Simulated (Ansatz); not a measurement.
Basis sets compared for Al₄H₅⁺. Total charge 1; singlet. Geometry B3LYP-D4/def2-SVP. Ansatz on 4 threads of Arm Neoverse V1 on a shared host; times are rough, and most runs start from earlier orbitals.

```
atom   x (Å)   y (Å)   z (Å)
 Al1  -2.568   1.329  -3.317
 Al2  -0.827   0.441  -1.084
 Al3   0.690  -0.350   0.884
 Al4   2.173  -1.141   2.827
  H5   2.333  -0.354   0.818
  H6  -2.433   0.848  -1.277
  H7   0.616  -1.876   1.487
  H8   0.657   0.348   2.372
  H9  -0.641   0.755  -2.711
```

Another isomer (singlet) lies 0.54 eV lower at PBE0-D4/def2-TZVP; other spin states weren't run for this one.

| level | functions | energy (Eh) | HOMO (eV) | LUMO (eV) | wall time |
| --- | --- | --- | --- | --- | --- |
| PBE-D4/def2-SVP | 97 | -971.5652 | -9.21 | -7.90 | 0.8 s |
| PBE0-D4/def2-SVP | 97 | -971.6584 | -9.97 | -7.20 | 1.1 s |

Problem. Estimate the rows for PBE-D4/def2-TZVP (with forces), PBE0-D4/def2-TZVP.

Solution. 
```csv
level,functions,energy (Eh),HOMO (eV),LUMO (eV),wall time
PBE-D4/def2-TZVP (with forces),178,-971.9136,-9.20,-7.89,1.9 s
PBE0-D4/def2-TZVP,178,-972.0013,-9.96,-7.18,2.4 s
```
